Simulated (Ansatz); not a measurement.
Ansatz (a program for electronic structure) input:
A basis named .json is the Basis Set Exchange file of that set.

Ansatz 0.2 input:
```yaml
crystal:
  periodic: [false, false, false]
  atoms:
    - {symbol: Si, position_ang: [0.00296417, -0.00425740, 0.93626949]}
    - {symbol: Br, position_ang: [1.06311508, -1.61260081, -0.19795821]}
    - {symbol: Br, position_ang: [-1.06430074, 1.61430377, -0.17654958]}
basis:
  gaussian:
    orbitals: def2-TZVPPD.json
total_charge: -1
magnetization: {spin_polarized: true, initial_magnetization: 1}
correlation: {method: ccsd_t, electrons: outside_noble_gas}
```

What final total energy does it print?

-5434.34517 Eh (CCSD(T)/def2-TZVPPD). The basis has 162 functions.

This state (charge -1, doublet) is run at the relaxed geometry of the species with charge 0 and multiplicity 3.
